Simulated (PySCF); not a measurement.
Gas-phase reaction: 2 InCl3.NH3 ⇌ 2 InCl2 + 6 H + Cl2 + 2 N

Computed with PySCF and rigid-rotor harmonic-oscillator thermochemistry at 1 bar. † marks an energy on the PBE0/def2-TZVP geometry and frequencies; other levels use their own. MP2 and CCSD(T) freeze the core. Open shells (unrestricted): InCl2 (multiplicity 2), H (multiplicity 2), N (multiplicity 4); the rest are closed-shell singlets. In: scalar-relativistic def2 core potential, no spin-orbit coupling. Adducts (InCl3.NH3) have no counterpoise correction, and HF, PBE, BLYP, B3LYP and PBE0 lack dispersion. InCl3.NH3, InCl2: computed as isolated molecules; such fragments, hydroxides, amides, oligomers or adducts are transient or little studied in the gas. MP2 isn't extrapolated to the basis-set limit; its ΔH°(298 K) is 2931.2 kJ in def2-SVP and 3019.8 kJ in def2-TZVPP. CCSD(T) isn't extrapolated to the basis-set limit. The harmonic model lacks anharmonicity and excited electronic states, which grow with temperature; levels with a mode under 35 cm⁻¹ are left out. Soft modes under 120 cm⁻¹ make the harmonic entropy rough for InCl3.NH3, InCl2.

```csv
level,"ΔE electronic, kJ","ΔH°(298 K), kJ","ΔS°(298 K), J/K","ΔG°(800 K), kJ"
CCSD(T)/def2-SVP†,3091,2917,1029,2078
M06-2X/def2-TZVP†,3209,3036,1029,2196
MP2/def2-TZVPP†,3193,3020,1029,2180
PBE0/def2-TZVP,3150,2976,1029,2136
r2SCAN/def2-TZVP†,3164,2990,1029,2151
```
ΔH° is lowest at CCSD(T)/def2-SVP† and highest at M06-2X/def2-TZVP†. No reference value is set beside these.
